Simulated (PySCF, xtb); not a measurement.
C2H3BF2O, SMILES C(=C)(F)B(O)F. Other conformers were not sampled.

Harmonic wavenumbers (cm⁻¹) from GFN2-xTB (xtb) at its own minimum, in rising order: 70, 146, 284, 314, 415, 470, 590, 636, 696, 729, 906, 908, 925, 1116, 1264, 1356, 1361, 1664, 3113, 3169, 3608.

Problem. What does PySCF with PBE-D3(BJ)/def2-SVP give at its own minimum? (Estimate from the structure and the level; the computed values follow.)

Solution. 80, 168, 322, 331, 432, 496, 608, 682, 709, 737, 870, 903, 988, 1160, 1310, 1373, 1454, 1667, 3097, 3207, 3707. Paired by order, the mean absolute difference is 32 cm⁻¹ and the zero-point energies are 33.9 and 34.7 kcal/mol.
